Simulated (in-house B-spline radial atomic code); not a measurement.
RPA and G0W0 on B3LYP (VWN-RPA): Bi V (Bi4+)

Configuration [Xe] 4f14 5d10 6s1, highest spin, mean-field start B3LYP (VWN-RPA). Computed with an all-electron radial atomic-structure program (B-spline basis): all electrons, scalar-relativistic (spin-free one-electron X2C), finite nucleus, each spin shell either full or empty, empty states to l = 9 with an (l + 1/2)⁻⁴ tail; G0W0 by contour deformation at full frequency.

Without the two-electron picture change, the correlation of inner shells comes somewhat too large for so heavy an element.

RPA overbinds a lone outer s electron by self-correlation, and G0W0 tends to as well.

Command:
```bash
python run_gw.py task.json out
```
Settings (radii: box in bohr, nucleus in fm):
```
Z                        83
electrons                79
configuration            [Xe] 4f14 5d10 6s1
hamiltonian              x2c
method                   b3lyp
lmax                     9
rms_radius               5.5211
spin_polarised           True
box_radius               11.96
intervals                67
ion_configuration        [Xe] 4f14 5d10
```

Cost of the run: 20 s on 1 thread of Arm Neoverse N1, on a shared host.

Energies (hartree):

| term | value |
| --- | --- |
| mean-field total | -21532.46986 |
| Hartree-Fock functional on these orbitals | -21526.12611 |
| direct second order | -8.0213 |
| second-order exchange | 1.9887 |
| SOSEX correction | 1.8806 |

**Question.** What is the RPA correlation energy, and what remains with SOSEX?

**Answer.** RPA gives -7.1033 hartree (-2.45 eV per electron); RPA + SOSEX gives -5.2227, and the second-order doubles -6.0325 hartree (no singles). SOSEX takes back 26 % of the RPA value.

Quasi-particle levels (eV):

```
  level  occupied  mean field  Σx - vxc     Σc  QP weight    G0W0
  6s up       yes      -52.36     -2.35      ?          ?       ?
5d down       yes      -69.16     -6.90  -0.10      0.949  -76.17
  5d up       yes      -69.53     -7.07  -0.06      0.931  -76.66
6s down        no      -49.23      6.97  -2.96      0.961  -45.21
```

G0W0 = mean field + (Σx - vxc) + Σc, with Σc (partial-wave tail included) taken at the quasi-particle energy. Only the outer levels were computed. Levels of low weight are left out.

**Question.** Where does G0W0 put 6s up?

**Answer.** At -56.86 eV, with Σc = -2.15 eV and a quasi-particle weight of 0.968. The tabulated removal energy is 54.856 ± 0.025 eV (NIST, measured); the calculation leaves out spin-orbit coupling, Breit and QED terms, and what these don't explain is the method's own error.

**Question.** What does it cost to remove one electron (to [Xe] 4f14 5d10) by differences of total energies, each species on its own start (correlation terms add to the Hartree-Fock functional)?

**Answer.** B3LYP (VWN-RPA) 56.70 eV, Hartree-Fock functional 54.24 eV, + RPA 56.59 eV, + RPA + SOSEX 55.91 eV, + second order 57.10 eV. Tabulated: 54.856 ± 0.025 eV (NIST, measured); the calculation leaves out spin-orbit coupling, Breit and QED terms, and what these don't explain is the method's own error.
